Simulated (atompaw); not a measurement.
## u(r) = r·R(r): atom against pseudo-atom (Ru)

Columns: radius, all-electron u(r) and pseudo u(r) of the 5s shell (level -4.24 eV) of ruthenium in the configuration [Ar] 3d10 4s2 4p6 4d7 5s1 5p0; PBE, scalar-relativistic, PAW (atompaw) scheme, atompaw 4.2.0.5.

| r (bohr) | all-electron | pseudo |
| --- | --- | --- |
| 0.115 | -0.1007 | 0.0417 |
| 0.231 | 0.1210 | 0.0835 |
| 0.346 | 0.1495 | 0.1246 |
| 0.462 | 0.0068 | 0.1653 |
| 0.577 | -0.1481 | 0.2048 |
| 0.692 | -0.2436 | 0.2434 |
| 0.808 | -0.2680 | 0.2809 |
| 0.923 | -0.2345 | 0.3168 |
| 1.038 | -0.1631 | 0.3510 |
| 1.154 | -0.0705 | 0.3839 |
| 1.269 | 0.0281 | 0.4145 |
| 1.385 | 0.1258 | 0.4433 |
| 1.500 | 0.2158 | 0.4698 |
| 1.615 | 0.2962 | 0.4941 |
| 1.731 | 0.3665 | 0.5162 |
| 1.846 | 0.4254 | 0.5357 |
| 1.962 | 0.4745 | 0.5529 |
| 2.077 | 0.5136 | 0.5674 |
| 2.192 | 0.5441 | 0.5794 |
| 2.308 | 0.5672 | 0.5889 |
| 2.423 | 0.5833 | 0.5957 |
| 2.538 | 0.5936 | 0.6000 |
| 2.654 | 0.5989 | 0.6016 |
| 2.769 | 0.5997 | 0.6006 |
| 2.885 | 0.5968 | 0.5970 |
| 3.000 | 0.5908 | 0.5908 |

(1) How many radial nodes do the two functions have?

(2) Is the pseudo-wave norm-conserving?

Answers

(1) The all-electron 5s function has n − l − 1 = 4 (the table is too coarse to show those close to the nucleus); the pseudo-wave has 0, since the states of the same l below it are removed with the core.

(2) No, it belongs to a PAW set: the norm inside the radius is not constrained, and the difference is carried by the augmentation charge.
